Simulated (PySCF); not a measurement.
GeP: mean field, correlation and small terms against distance

State: ²Π, doublet, unpaired electrons π ↑. ROHF-based CCSD(T) in PySCF 2.14 with Ge cc-pwCVDZ-PP with ECP10, P aug-cc-pV(D+d)Z and Ge cc-pwCVTZ-PP with ECP10, P aug-cc-pV(T+d)Z (frozen core orbitals: 9; scalar-relativistic core potentials). Correlation energies are extrapolated as n⁻³ (n = 2, 3), Hartree–Fock as (n+1)·exp(−9√n). All energies in eV from Ge + P.

```
 R (Å)  HF/CBS  CCSD corr.      (T)   total
1.8954  -0.319      -1.857  -0.2304  -2.407
1.9815  -0.836      -1.857  -0.2489  -2.943
2.0677  -1.064      -1.873  -0.2710  -3.207
2.1538  -1.081      -1.900  -0.2964  -3.277
2.2400  -0.949      -1.937  -0.3249  -3.212
2.3477  -0.645      -1.995  -0.3640  -3.004
2.4554  -0.244      -2.064  -0.4059  -2.713
```

A fit to the total gives Re = 2.1499 Å, De = 3.277 eV, ωe = 479.3 cm⁻¹, Be = 0.1671 cm⁻¹ (masses 73.9212 and 30.9738 u).

**Question.** At R = 2.1538 Å the CCSD correlation energy is -0.433327 hartree in the smaller basis and -0.664828 in the larger. Extrapolate it.

**Answer.** (3³·E3 − 2³·E2)/(3³ − 2³) = -0.76230 hartree; the larger basis holds 87.2 % of it.

The T1 diagnostic is 0.023. The state was picked by a PBE0 search and need not be the measured ground state. Spin–orbit coupling, excitations beyond (T) and corrections to the Born–Oppenheimer picture are left out.
